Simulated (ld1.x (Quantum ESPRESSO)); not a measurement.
# u(r) = r·R(r): atom against pseudo-atom (argon (Ar))

Columns: radius, all-electron u(r) and pseudo u(r) of the 2s shell (level -316.42 eV) of argon in the configuration [He] 2s2 2p6 3s2 3p4.5; PBE, non-relativistic, ultrasoft scheme, ld1.x (Quantum ESPRESSO) 7.5.

| r (bohr) | all-electron | pseudo |
| --- | --- | --- |
| 0.042 | 0.7668 | -0.3279 |
| 0.085 | 0.4549 | -0.6477 |
| 0.128 | -0.1530 | -0.9365 |
| 0.170 | -0.7168 | -1.1764 |
| 0.212 | -1.1473 | -1.3658 |
| 0.255 | -1.4330 | -1.5020 |
| 0.298 | -1.5813 | -1.5784 |
| 0.340 | -1.6233 | -1.5978 |
| 0.382 | -1.5921 | -1.5685 |
| 0.425 | -1.5096 | -1.4966 |
| 0.467 | -1.3990 | -1.3958 |
| 0.510 | -1.2701 | -1.2724 |
| 0.552 | -1.1389 | -1.1424 |
| 0.595 | -1.0066 | -1.0088 |
| 0.638 | -0.8810 | -0.8815 |
| 0.680 | -0.7673 | -0.7673 |
| 0.722 | -0.6640 | -0.6640 |
| 0.765 | -0.5694 | -0.5694 |
| 0.807 | -0.4879 | -0.4879 |
| 0.850 | -0.4149 | -0.4149 |
| 0.892 | -0.3529 | -0.3529 |
| 0.935 | -0.2982 | -0.2982 |
| 0.977 | -0.2522 | -0.2522 |
| 1.020 | -0.2119 | -0.2119 |
| 1.062 | -0.1784 | -0.1784 |
| 1.105 | -0.1493 | -0.1493 |

(1) How many radial nodes do the two functions have?

(2) At about which radius was the pseudo-wave matched?

(3) Where does each function peak?

(4) Is the pseudo-wave norm-conserving?

Answers

(1) The all-electron 2s function has n − l − 1 = 1; the pseudo-wave has 0, since the states of the same l below it are removed with the core.

(2) 0.70 bohr. The columns agree to 0.0005 from 0.64 bohr on; several derivatives are matched, so the curves merge somewhat inside the radius.

(3) Outermost all-electron maximum near 0.34 bohr, pseudo maximum near 0.34 bohr (to the table’s step).

(4) No, it belongs to an ultrasoft set: the norm inside the radius is not constrained, and the difference is carried by the augmentation charge.
